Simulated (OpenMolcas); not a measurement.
4f10 along the 64-electron sequence

```
Program             : OpenMolcas
Method              : MS-CASPT2, IPEA 0.25 Eh, imaginary shift 0.1 Eh
Basis               : ANO-RCC-VTZP
Scalar Hamiltonian  : DKH2, point nucleus
Spin-orbit coupling : RASSI with atomic mean-field integrals over the reference wave functions, term energies averaged over their components
```

Active space for each ion: 10 electrons in 7 orbitals (4f); closed shells correlated by CASPT2: 5s 5p.

Computed levels in cm-1 above 5I8:

```csv
Level,Dy2+,Ho3+,Er4+
5I7,4320,5170,6130
5I6,7380,8800,10370
5I5,9630,11440,13390
5I4,11420,13550,15850
5F5,14870,16920,18900
5S2,17150,19680,21990
5F4,17600,20190,22760
5F3,19300,22210,25140
3K8(1),19490,22300,24990
weight of 5I in the lowest level (%),94,94,93
```

Mixed levels, with the weight of the term that names them: Dy2+ 5S2 (73 %), Ho3+ 5S2 (69 %), Er4+ 5S2 (65 %), Er4+ 3K8(1) (74 %).

The fine-structure level 5I4 changes by a factor of 1.39 from Dy2+ to Er4+. Its fourth root runs 10.34, 10.79, 11.22, with steps per unit of Z of 0.45, 0.43; equal steps would mean a (Z - σ)^4 law with constant σ.

5F5 changes by a factor of 1.27 over the same range, with steps per unit of Z of +2050, +1980 cm-1.

CASPT2 does not keep the components of a term degenerate, so their means are used; among the terms shown or strongly mixed into the levels shown the widest spread is 950 cm-1 (4f10 5I, Dy2+). Blocks of more than 70 roots (2S+1 = 3 even, 1 even) ran without multistate coupling. High states are left out of the spin-orbit mixing, which shifts the levels that they would mix with. The CASPT2 spread within a term exceeds the gap to the next term for 4f10 5S and 4f10 5F, so the order of their levels is uncertain, and so are names and mixing where such terms share a J. Only configurations of the active space appear.

A number in round brackets counts repeated terms of one configuration in the order of the reference energies.
